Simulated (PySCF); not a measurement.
## Ta (tantalum, neutral) across methods

[Xe] 4f14 5d3 6s1 6p1, one real determinant (an excited configuration). All numbers are calculated (PySCF 2.14, a scalar-relativistic core potential, in aug-cc-pVDZ-PP with ECP60MDF (5s5p4d2f, 54 functions)).

```
 method  E (hartree)  mean ε 6s α (eV)  mean ε 5d α (eV)  mean ε 6p α (eV)  Σ⟨r²⟩ (bohr²)   ⟨S²⟩
   BLYP     -57.1718            -6.599            -5.544            -2.229          68.09  8.750
    UHF    -56.69835            -9.749           -10.219            -4.853          67.06  8.754
    PBE     -57.2183            -6.852            -5.810            -2.478          67.21  8.751
   PBE0     -57.1895            -7.668            -7.033            -3.106          66.64  8.751
  wB97X     -57.1707            -9.422            -9.012            -4.676          66.47  8.751
 r2SCAN     -57.2345            -7.109            -6.162            -2.577          66.41  8.752
r2SCANh     -57.2178            -7.414            -6.613            -2.806          66.35  8.752
 PBEsol     -57.1074            -6.918            -5.762            -2.470          66.92  8.751
    LDA     -57.0450            -7.071            -5.798            -2.536          67.19  8.750
```

⟨L²⟩ = 13.99 against 20 for a pure G term, so this real determinant mixes terms. Energies and moments cover only the electrons outside the core potential. Spin-orbit coupling, absent here, splits the open shell strongly.
